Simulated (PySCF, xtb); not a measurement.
stibine cation (H3Sb), SMILES [SbH3] (connectivity only; charge and spin as stated), charge +1, multiplicity 2.

Harmonic wavenumbers (cm⁻¹) from GFN2-xTB in xtb at its own minimum, in rising order: 603, 634, 634, 1565, 1687, 1690.

Task: What does PBE-D3(BJ)/def2-TZVPD (PySCF) give at its own minimum? (The exact figures need the calculation; the answer reports its results.)

Result: 640, 720, 720, 1939, 2009, 2009. Paired by order, the mean absolute difference is 204 cm⁻¹ and the zero-point energies are 9.7 and 11.5 kcal/mol.
